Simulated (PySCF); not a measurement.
All values below come from CAM-B3LYP-D3(BJ)/def2-TZVP run with PySCF. Isolated molecules, 0 K electronic values unless said otherwise. One relaxed conformer stands for a flexible species; it need not be the lowest. Excitations are Tamm–Dancoff values on a coarser integration grid. The basis has no diffuse functions, so Rydberg states are missing or too high.

Reference species (SMILES): `BN=C=C` (neutral, multiplicity 1).

- S1–T1 gap (TDA) = 0.90 eV
- S1 oscillator strength = 0.000

Changed species: `C=CB=N`.

Task: Give the shifts of the S1–T1 gap (TDA) and S1 oscillator strength.

Result: the S1–T1 gap (TDA) goes up by 1.24 eV, to 2.14 eV; the S1 oscillator strength hardly moves.
